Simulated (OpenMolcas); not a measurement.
Ag2+ (d9) in a complex was computed by CASSCF with the d shell active (OpenMolcas, ANO-RCC-VDZP on the metal). Its lowest spin-free states, and all those of the highest spin:

| 2S+1 | Degeneracy | E (cm-1) |
| --- | --- | --- |
| 2 | 2 | 0.0 |
| 2 | 2 | 12941 |
| 2 | 1 | 13230 |

Question: Is the site octahedral, tetrahedral or cube-like, axial, or of lower symmetry?

Answer: The states with 2S+1 = 2 have orbital degeneracies 2, 2, 1. There are pairs but no triples, so the site is axial: not cubic, but with a proper or improper axis of order three or more. The run had Ag2+ with 6 ligands (ammonia) in trigonal antiprismatic coordination (S6) at 2.36 Å, a polar angle of 57.5° against the regular 54.74°. Ligand basis ANO-RCC-VDZP.

An orbital doublet at a regular site is open to a Jahn-Teller distortion, which this geometry leaves out. The least metal-like active orbital is 83 % on the metal (Löwdin) and no ligand orbital is active, so the numbers are rough. With metal d orbitals alone the field can be off either way by tens of per cent. Ligand-to-metal charge-transfer states are missing. No measured value stands beside these numbers; the geometry was imposed, not optimised, and the real ion may take another.
